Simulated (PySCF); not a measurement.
# Computed records: AlH2NO

All values are calculated (PySCF 2.14.0). Calculation on a computer-drawn molecule: vertical ionisation energy to the stated ion spin, frozen-core CCSD(T) at the basis limit and cheaper methods, single-reference cases, UHF for radicals, no spin-orbit; all values are single points at the evaluated structure, the first of each entry, which is the reference or a displaced copy of it and isn't optimised; the reference structure only sets the zero of the energies above reference; triples share is (T) over the correlation energy.

Common to all runs: charge 0; multiplicity 1; ion multiplicity 2; diffuse functions no; basis cc-pV(n+d)Z; reference is the Hartree-Fock double-zeta minimum; best is HF at quadruple zeta + MP2 correlation extrapolated from triple and quadruple zeta + CCSD(T) minus MP2 at triple zeta; basis step is the size of the change from the same recipe one zeta lower.

(1) AlH2NO

Evaluated structure:
```xyz
5
AlH2NO
N      0.7837    -0.0194    -1.4626
Al    -0.1850     0.7667    -2.5356
O     -0.9900     1.4961    -3.6008
H      1.3328    -0.6721    -0.7442
H     -1.9050     1.2958    -4.1464
```

Reference structure:
```xyz
5
AlH2NO
N      0.7656    -0.1704    -1.4983
Al    -0.0801     0.6761    -2.5395
O     -0.9964     1.5302    -3.6287
H      1.3596    -0.6271    -0.8526
H     -1.8261     1.4117    -4.0566
```

The calculation gives: ionisation energy best 8.24 eV; ionisation energy basis step 0.086 eV; energy above reference best 25.73 kcal/mol; energy above reference basis step 0.1705 kcal/mol; ionisation energy Koopmans at triple zeta 8.614 eV; ionisation energy EOM CCSD at triple zeta 7.988 eV; total energy HF triple zeta -372.4061 hartree; total energy CCSD(T) triple zeta -372.9667 hartree; total energy best -373.0497 hartree; T1 diagnostic at triple zeta 0.01701; D1 diagnostic at triple zeta 0.04325; ion T1 diagnostic at triple zeta 0.0135; ion D1 diagnostic at triple zeta 0.03523; ion spin squared at triple zeta 0.7621; triples share at triple zeta 0.04132; basis functions triple zeta 127; dipole magnitude HF at triple zeta 4.803 debye; dipole magnitude CCSD unrelaxed at triple zeta 4.133 debye; dipole magnitude PBE at triple zeta 3.877 debye; dipole magnitude r2SCAN at triple zeta 4.109 debye; dipole magnitude B3LYP at triple zeta 4.114 debye; dipole magnitude wB97X at triple zeta 4.385 debye.

Drawn bonds:
| atom | other atom | order |
| --- | --- | --- |
| 1 | 2 | 2 |
| 2 | 3 | 1 |
| 1 | 4 | 1 |
| 3 | 5 | 1 |

Triple zeta:
| method | ionisation energy (eV) | energy above reference (kcal/mol) |
| --- | --- | --- |
| HF | 6.199 | 30.59 |
| PBE | 8.141 | 23.13 |
| r2SCAN | 7.916 | 24.87 |
| B3LYP | 8.027 | 25.06 |
| wB97X | 7.896 | 26.3 |
| MP2 | 8.189 | 25.43 |
| CCSD | 7.809 | 26.32 |
| CCSD(T) | 7.988 | 25.5 |

(2) AlH2NO

Evaluated structure:
```xyz
5
AlH2NO
N      0.7837    -0.0194    -1.4626
Al    -0.1850     0.7667    -2.5356
O     -0.9900     1.4961    -3.6008
H      1.3328    -0.6721    -0.7442
H     -1.9624     1.2832    -4.1807
```

Reference structure:
```xyz
5
AlH2NO
N      0.7656    -0.1704    -1.4983
Al    -0.0801     0.6761    -2.5395
O     -0.9964     1.5302    -3.6287
H      1.3596    -0.6271    -0.8526
H     -1.8261     1.4117    -4.0566
```

Results for AlH2NO: ionisation energy best 8.214 eV; ionisation energy basis step 0.08616 eV; energy above reference best 34.3 kcal/mol; energy above reference basis step 0.2414 kcal/mol; ionisation energy Koopmans at triple zeta 8.59 eV; ionisation energy EOM CCSD at triple zeta 7.96 eV; total energy HF triple zeta -372.3899 hartree; total energy CCSD(T) triple zeta -372.9530 hartree; total energy best -373.0360 hartree; T1 diagnostic at triple zeta 0.01723; D1 diagnostic at triple zeta 0.04343; ion T1 diagnostic at triple zeta 0.01382; ion D1 diagnostic at triple zeta 0.03568; ion spin squared at triple zeta 0.762; triples share at triple zeta 0.04176; basis functions triple zeta 127; dipole magnitude HF at triple zeta 4.946 debye; dipole magnitude CCSD unrelaxed at triple zeta 4.254 debye; dipole magnitude PBE at triple zeta 3.99 debye; dipole magnitude r2SCAN at triple zeta 4.227 debye; dipole magnitude B3LYP at triple zeta 4.235 debye; dipole magnitude wB97X at triple zeta 4.515 debye.

Drawn bonds:
| atom | other atom | order |
| --- | --- | --- |
| 1 | 2 | 2 |
| 2 | 3 | 1 |
| 1 | 4 | 1 |
| 3 | 5 | 1 |

Triple zeta:
| method | ionisation energy (eV) | energy above reference (kcal/mol) |
| --- | --- | --- |
| HF | 6.168 | 40.8 |
| PBE | 8.114 | 30.95 |
| r2SCAN | 7.888 | 33.29 |
| B3LYP | 7.998 | 33.43 |
| wB97X | 7.867 | 35.05 |
| MP2 | 8.158 | 34.05 |
| CCSD | 7.782 | 35.14 |
| CCSD(T) | 7.961 | 34.09 |

(3) AlH2NO

Evaluated structure:
```xyz
5
AlH2NO
N      0.7641    -0.1572    -1.4478
Al    -0.0263     0.7593    -2.4817
O     -0.9507     1.5772    -3.5811
H      1.3028    -0.6828    -0.8710
H     -1.8640     1.4643    -4.1007
```

Reference structure:
```xyz
5
AlH2NO
N      0.7656    -0.1704    -1.4983
Al    -0.0801     0.6761    -2.5395
O     -0.9964     1.5302    -3.6287
H      1.3596    -0.6271    -0.8526
H     -1.8261     1.4117    -4.0566
```

It finds ionisation energy best 8.709 eV; ionisation energy basis step 0.08842 eV; energy above reference best 7.6 kcal/mol; energy above reference basis step 0.1868 kcal/mol; ionisation energy Koopmans at triple zeta 9.074 eV; ionisation energy EOM CCSD at triple zeta 8.496 eV; total energy HF triple zeta -372.4396 hartree; total energy CCSD(T) triple zeta -372.9952 hartree; total energy best -373.0786 hartree; T1 diagnostic at triple zeta 0.01675; D1 diagnostic at triple zeta 0.04185; ion T1 diagnostic at triple zeta 0.01409; ion D1 diagnostic at triple zeta 0.0365; ion spin squared at triple zeta 0.7592; triples share at triple zeta 0.04005; basis functions triple zeta 127; dipole magnitude HF at triple zeta 3.896 debye; dipole magnitude CCSD unrelaxed at triple zeta 3.406 debye; dipole magnitude PBE at triple zeta 3.217 debye; dipole magnitude r2SCAN at triple zeta 3.407 debye; dipole magnitude B3LYP at triple zeta 3.383 debye; dipole magnitude wB97X at triple zeta 3.591 debye.

Drawn bonds:
| atom | other atom | order |
| --- | --- | --- |
| 1 | 2 | 2 |
| 2 | 3 | 1 |
| 1 | 4 | 1 |
| 3 | 5 | 1 |

Triple zeta:
| method | ionisation energy (eV) | energy above reference (kcal/mol) |
| --- | --- | --- |
| HF | 6.743 | 9.601 |
| PBE | 8.605 | 6.623 |
| r2SCAN | 8.398 | 7.346 |
| B3LYP | 8.52 | 7.241 |
| wB97X | 8.406 | 7.734 |
| MP2 | 8.635 | 7.537 |
| CCSD | 8.305 | 7.843 |
| CCSD(T) | 8.465 | 7.582 |
